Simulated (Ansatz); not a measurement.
Na₂Sb⁺. Charge 1, multiplicity 3. Geometry PBE0-D4/def2-TZVP, that of the neutral doublet; atoms count from 1.

```xyz
3

Na    0.0890    0.0259    2.1698
Na    0.2330    1.2057   -1.7913
Sb   -0.3220   -1.2316   -0.3785
```

In the def2 sets Sb takes a core potential; there is no spin–orbit coupling. The structure comes from a short search, and lower isomers may exist.

(1) Estimate the Mulliken populations from the PBE0/def2-TZVP orbitals of Ansatz.

(2) Where does the spin sit?

(3) And the Mayer bond orders between bonded heavy atoms (over 0.3)?

Answers

(1) 
| atom | charge (e) | spin (α − β) |
| --- | --- | --- |
| Na1 | 0.62 | 0.09 |
| Na2 | 0.62 | 0.09 |
| Sb3 | -0.24 | 1.82 |
Mulliken values and Mayer orders depend strongly on the basis.

(2) Summed by element: Na 0.18, Sb 1.82, of 2 unpaired in all. Largest on single atoms: Sb3 1.82, Na2 0.09, Na1 0.09.

(3) Na1–Sb3 0.61 (2.87 Å); Na2–Sb3 0.61 (2.87 Å).
